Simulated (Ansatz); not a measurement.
AlBr$_{2}$F, SMILES `[F][Al]([Br])[Br]`. Charge 0, multiplicity 1.

(1) What are the harmonic wavenumbers in cm⁻¹ at PBE0-D4/def2-TZVP (Ansatz, finite differences of forces, unscaled)? (Best estimate.)

(2) Is this a minimum?

(3) Give the ideal-gas thermochemistry at 298.15 K and 1 bar (rigid rotor, harmonic oscillator; point group C2v, symmetry number 2).

## Answers

(1) Ansatz gave: 101, 175, 210, 311, 528, 880.

(2) Yes, all 6 modes are real.

(3) Zero-point energy 13.2 kJ/mol; H(298) − E = 29.8 kJ/mol; entropy 334.4 J/(mol·K), of which translation 175.3, rotation 117.4, vibration 41.7; G(298) − E = -69.9 kJ/mol.
